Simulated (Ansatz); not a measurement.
Ideal-gas functions of CH₃F₃OSn (`FC(F)(F)[O][SnH3]`) at 400 K and 1 bar, from an Ansatz frequency run at PBE0-D4/def2-TZVP.

Molar mass 206.74 g/mol, point group C1 (symmetry number 1), electronic degeneracy 1, moments of inertia 96.319, 543.736, 543.966 u Å². Harmonic wavenumbers (cm⁻¹, unscaled): 31, 79, 107, 315, 424, 472, 500, 516, 629, 660, 685, 696, 702, 717, 946, 1137, 1207, 1354, 1989, 1999, 2007.

Use S(trans) = R[1.5 ln M + 2.5 ln T − 1.1517]; rotational temperatures θ = 24.2544 K / I; S(rot) = R[ln(√π/σ · √(T³/θAθBθC)) + 1.5]; for each mode x = 1.438777 ν̃/T, S = R[x/(eˣ − 1) − ln(1 − e⁻ˣ)] and H = RT x/(eˣ − 1); 1 cm⁻¹ = 0.0119627 kJ/mol; R = 8.31446 J/(mol·K).

Task: By hand: the entropy, in J/(mol·K).

Result: Translation 181.5. Rotation: θ = 0.2518, 0.0446, 0.0446 K, giving 123.5. Vibration, mode by mode: 26.56, 18.80, 16.30, 7.71, 5.57, 4.85, 4.47, 4.27, 3.10, 2.84, 2.65, 2.56, 2.52, 2.42, 1.26, 0.72, 0.59, 0.38, 0.05, 0.05, 0.05, in all 107.7. Electronic 0.0. Sum 412.7 J/(mol·K).

Task: By hand: H − E and G − E in kJ/mol, counted from the electronic energy.

Result: Zero-point energy ½ × 17172 × 0.0119627 = 102.7; thermal vibration 21.2; translation, rotation and pV give 4 RT = 13.3. H − E = 137.2 kJ/mol, and G − E = 137.2 − 400 × 412.7/1000 = -27.9 kJ/mol.

Vibration gives 26 % of the entropy, 61.7 J/(mol·K) of it from the modes under 150 cm⁻¹: soft modes count most, and the harmonic formula is weakest for them. The sum counts one conformer and one mirror image; others add a mixing term.
